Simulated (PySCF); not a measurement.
# Functional dependence of a UV spectrum

Compound: CH₅F₃GaN.
Atom-mapped SMILES: `[NH3+:1][GaH2-:2][C:3]([F:4])([F:5])[F:6]` (hydrogens: H7, H8, H9 on N1; H10, H11 on Ga2)

Structure used (PBE0-D3(BJ)/def2-SVP), in Å, numbered top down from 1:
```
atom  x, y, z in Å
N1     1.4441   -0.2526   -0.2557
Ga2   -0.0763    1.0484    0.4667
C3    -1.4351   -0.3794   -0.0228
F4    -2.7273   -0.1209    0.2125
F5    -1.3440   -0.6916   -1.3473
F6    -1.1547   -1.5464    0.6240
H7     2.3985    0.0987   -0.1881
H8     1.2491   -0.4679   -1.2348
H9     1.3884   -1.1322    0.2604
H10    0.2717    1.1561    1.9950
H11    0.0237    2.2619   -0.5257
```

Linear-response calculations in the def2-SVPD basis (PySCF; singlets by full response, triplets Tamm–Dancoff, core orbitals frozen in the response; HF means time-dependent Hartree–Fock). 'Strongest' is the level of largest summed f among the singlets computed (10 roots, of which the last may lack a degenerate partner); it can jump between rows when another state enters that window. S1 is the lowest singlet of each run and needn't be the same state throughout; f(S1) is that of one state. Isolated species at its PBE0-D3(BJ)/def2-SVP geometry, gas phase. The LDA/def2-SVPD calculation is non-relativistic and has no spin–orbit coupling, an omission that weighs most on gallium.

```json
{"functional": "LDA", "kind": "LDA", "S1 (eV)": "5.35", "f(S1)": "0.009", "strongest (eV)": "7.66", "T1 (eV)": "5.22", "HOMO (eV)": "-6.72", "gap (eV)": "5.28", "ionisation energy, ΔSCF (eV)": "9.93"}
{"functional": "PBE", "kind": "GGA", "S1 (eV)": "5.27", "f(S1)": "0.007", "strongest (eV)": "7.38", "T1 (eV)": "5.15", "HOMO (eV)": "-6.56", "gap (eV)": "5.22", "ionisation energy, ΔSCF (eV)": "9.75"}
{"functional": "B3LYP", "kind": "global hybrid, 20% exact exchange", "S1 (eV)": "6.08", "f(S1)": "0.011", "strongest (eV)": "8.28", "T1 (eV)": "5.91", "HOMO (eV)": "-7.82", "gap (eV)": "6.91", "ionisation energy, ΔSCF (eV)": "10.21"}
{"functional": "PBE0", "kind": "global hybrid, 25% exact exchange", "S1 (eV)": "6.36", "f(S1)": "0.014", "strongest (eV)": "8.55", "T1 (eV)": "6.11", "HOMO (eV)": "-8.01", "gap (eV)": "7.43", "ionisation energy, ΔSCF (eV)": "10.18"}
{"functional": "BHandHLYP", "kind": "global hybrid, 50% exact exchange", "S1 (eV)": "7.03", "f(S1)": "0.015", "strongest (eV)": "9.23", "T1 (eV)": "6.64", "HOMO (eV)": "-9.45", "gap (eV)": "9.39", "ionisation energy, ΔSCF (eV)": "10.53"}
{"functional": "CAM-B3LYP", "kind": "range-separated hybrid", "S1 (eV)": "6.78", "f(S1)": "0.014", "strongest (eV)": "8.90", "T1 (eV)": "6.42", "HOMO (eV)": "-9.48", "gap (eV)": "9.56", "ionisation energy, ΔSCF (eV)": "10.45"}
{"functional": "wB97X-D", "kind": "range-separated hybrid", "S1 (eV)": "6.92", "f(S1)": "0.017", "strongest (eV)": "9.11", "T1 (eV)": "6.65", "HOMO (eV)": "-9.92", "gap (eV)": "10.99", "ionisation energy, ΔSCF (eV)": "10.34"}
{"functional": "LC-wPBE", "kind": "range-separated hybrid", "S1 (eV)": "7.34", "f(S1)": "0.016", "strongest (eV)": "9.57", "T1 (eV)": "6.76", "HOMO (eV)": "-10.75", "gap (eV)": "11.95", "ionisation energy, ΔSCF (eV)": "10.53"}
{"functional": "HF", "kind": "Hartree–Fock", "S1 (eV)": "7.95", "f(S1)": "0.023", "strongest (eV)": "10.02", "T1 (eV)": "7.10", "HOMO (eV)": "-11.40", "gap (eV)": "12.85", "ionisation energy, ΔSCF (eV)": "not settled"}
```

S1 runs from 5.27 eV (PBE) to 7.95 eV (HF), a spread of 2.68 eV, while the orbital gap spreads over 7.6 eV. Along PBE (0%), B3LYP (20%), PBE0 (25%), BHandHLYP (50%), HF (100%) S1 rises with the share of exact exchange. −ε(HOMO) comes closest to its own ΔSCF ionisation energy with LC-wPBE (+0.22 eV) and misses most with LDA (-3.22 eV). 'Not settled' means that the ion's SCF failed to converge or may have ended in another state than the lowest.

Without π bonds the low states are Rydberg-like; a valence basis with one diffuse set may place them up to an eV too high.
